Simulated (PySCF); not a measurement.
Ligand exchange on a metal centre used in film growth or etching (Ti F-H). Isolated molecules, 0 K electronic values unless said otherwise.

The HOMO from two functionals at the same geometries (BP86-D3(BJ)/def2-SVP), both in PySCF: PBE-D3(BJ)/def2-TZVP and B3LYP-D3(BJ)/def2-TZVP. B3LYP has the VWN-RPA correlation part, as in Gaussian. 

```
species                                PBE-D3(BJ)/def2-TZVP (eV)
-------------------------------------  -------------------------
0 of 4 F replaced by H ([Ti(F)4])                         -10.43
2 of 4 F replaced by H ([Ti(F)2(H)2])                      -7.71
3 of 4 F replaced by H                                     -7.54
4 of 4 F replaced by H ([Ti(H)4])                          -7.43
```

What does B3LYP-D3(BJ)/def2-TZVP give for each?


- 0 of 4 F replaced by H ([Ti(F)4]): -12.23
- 2 of 4 F replaced by H ([Ti(F)2(H)2]): -9.08
- 3 of 4 F replaced by H: -8.82
- 4 of 4 F replaced by H ([Ti(H)4]): -8.63
Over these rows, drawn at random from the members with no instability flagged (it was tested for open shells, ions and some series alone), PBE minus B3LYP-D3(BJ): mean +1.42 eV, from +1.21 eV to +1.80 eV.
